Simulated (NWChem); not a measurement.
System: SF, doublet; SMILES F[S]

Input file for NWChem:

```
start job
memory heap 200 mb stack 900 mb global 1100 mb
geometry units angstroms noautosym nocenter noautoz
  S      0.000000     0.000000    -0.579419
  F      0.000000     0.000000     1.034837
end
basis spherical
  * library aug-cc-pvtz-j
end
dft
  odft
  mult 2
  xc pbe0
  iterations 150
end
property
  hyperfine
end
task dft property
```

The state is orbitally degenerate and is run as one real component. The geometry was optimised at PBE0/def2-SVP, spin-unrestricted. No stability test was run on the SCF state.

Fermi-contact couplings, non-relativistic, static geometry.

Atoms are numbered as in the input.

Question: What results follow from this input? (PBE0/aug-cc-pVTZ-J, spin-unrestricted, contact and dipolar terms.) Quantities: basis functions; A(iso) 33S atom 1 (MHz); A(iso) 19F atom 2 (MHz); <S²>.

Answer: 
```
Item                       Result
-------------------------  ------
number of basis functions     114
A(iso) 33S atom 1 (MHz)       5.4
A(iso) 19F atom 2 (MHz)       105
<S²>                        0.755
```
